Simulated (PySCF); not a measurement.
Gas-phase reaction: ICl + AlCl = AlI + 2 Cl

Method: PySCF energies plus ideal-gas RRHO corrections (1 bar). † marks an energy on the PBE0/def2-TZVP geometry and frequencies; other levels use their own. MP2 and CCSD(T) freeze the core. Open shells (unrestricted): Cl (multiplicity 2); the rest are closed-shell singlets. Spin-orbit splitting is ignored; it lowers the true energy and changes the entropy of Cl. I: scalar-relativistic def2 core potential, no spin-orbit coupling. MP2 isn't extrapolated to the basis-set limit. CCSD(T) isn't extrapolated to the basis-set limit.

PBE/def2-SVP gives ΔH°(298 K) = 357 kJ.

Problem. What do MP2/def2-SVP†, M06-2X/def2-TZVP†, CCSD(T)/def2-SVP† give?

Solution. MP2/def2-SVP†: 288 kJ; M06-2X/def2-TZVP†: 349 kJ; CCSD(T)/def2-SVP†: 278 kJ. For scale, ΔH°(298 K) is 357 kJ at this level, 361 kJ at ωB97M-V/def2-TZVP†, and runs from 189 to 444 kJ over the 18 levels computed († marks an energy on the PBE0/def2-TZVP geometry).
